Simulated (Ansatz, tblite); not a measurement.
Cost and result up the ladder for the cluster ZnO₂⁻ (the lowest doublet isomer of a short search) (3 atoms). Total charge -1; doublet. Geometry: PBE0-D4/def2-TZVPD.

Cartesian coordinates in Å:
```
Zn 0.000 0.000 0.000
O -1.345 -1.098 0.106
O 1.345 1.098 -0.106
```

Ansatz on 4 threads of Arm Neoverse V2 on a shared host; xTB runs through tblite on one thread. Times are rough, summed over both states, and most runs start from the orbitals of an earlier one. PBE0-D4/def2-TZVPD serves as the yardstick here, not as an exact answer. The other state is a triplet.

The xTB rows come from tblite. The structure comes from a short search, and lower isomers may exist.

Raw xTB energies of ions are shifted by several eV, and xTB has no spin-polarisation term.

```tsv
level	functions	wall time	vertical IE (eV)	difference from PBE0-D4/def2-TZVPD (eV)	remarks
GFN1-xTB	12	0.002 s	9.93	7.25	–
GFN2-xTB	12	0.002 s	9.75	7.07	–
PBE-D4/def2-TZVPD	131	7.7 s	3.28	0.59	HOMO above zero (-1 doublet)
PBE0-D4/def2-TZVPD (with forces)	131	16 s	2.68	0.00	–
r2SCAN-D4/def2-TZVPD	131	22 s	2.97	0.28	–
```
